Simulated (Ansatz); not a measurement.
Relaxation of CH₅Cl₃OSi (11 atoms, charge 0, multiplicity 1), to a largest force component of 0.03 eV/Å in at most 50 steps.

These are results of UKS r2SCAN-D4/6-31G in Ansatz, not measurements.

```xyz
11
Properties=species:S:1:pos:R:3:forces:R:3
Si 0.137 0.703 0.990 -0.11 -0.16 -0.89
O 0.307 -0.009 -0.586 -0.19 0.54 0.80
C -0.820 -0.168 -1.525 0.04 0.00 0.04
Cl -1.196 2.409 0.854 0.01 0.00 0.00
Cl 2.058 1.375 1.649 -0.04 -0.01 -0.02
Cl -0.739 -0.656 2.425 0.01 0.02 0.00
H 1.710 -1.511 0.391 -0.04 -0.15 -2.09
H 1.749 -1.500 1.082 0.34 -0.24 2.17
H -1.552 -0.873 -1.119 -0.01 0.01 0.00
H -0.368 -0.571 -2.431 0.00 0.01 0.00
H -1.287 0.800 -1.728 -0.01 -0.01 -0.02
```

Problem. Where does it end, and by what steps?

Solution. The run converged. The force dipped under the threshold on the way, but the program's further checks kept it going. Limits of this set-up: no polarisation functions. After 13 steps the energy has fallen by 0.235 eV; H8 moved furthest, 0.95 Å.

```
step  energy less start (eV)  largest force component (eV/Å)  accepted
   0                  0.0000                           2.170       yes
   1                 -0.1452                           0.561       yes
   2                 -0.1911                           0.412       yes
   3                 -0.2165                           0.175       yes
   4                 -0.2265                           0.156       yes
   5                 -0.2281                           0.104       yes
   6                 -0.2212                           0.527        no
   7                 -0.2315                           0.026       yes
   8                 -0.2318                           0.195       yes
   9                 -0.2331                           0.072       yes
  10                 -0.2342                           0.017       yes
  11                 -0.2347                           0.077       yes
  12                 -0.2350                           0.042       yes
  13                 -0.2352                           0.016       yes
```

```xyz
11
Properties=species:S:1:pos:R:3
Si -0.015 1.019 1.008
O 0.269 0.330 -0.508
C -0.742 -0.228 -1.416
Cl -1.289 2.760 0.848
Cl 1.897 1.569 1.781
Cl -0.994 -0.383 2.333
H 1.755 -1.691 0.259
H 2.016 -2.288 0.617
H -1.268 -1.056 -0.930
H -0.182 -0.587 -2.278
H -1.448 0.554 -1.717
```

Whether the end is a true minimum wasn't checked by a vibrational analysis.

Run time: 83 s on 2 threads of AMD EPYC 7R13 Processor (Zen 3), with other jobs on the host, peak memory 0.27 GiB.
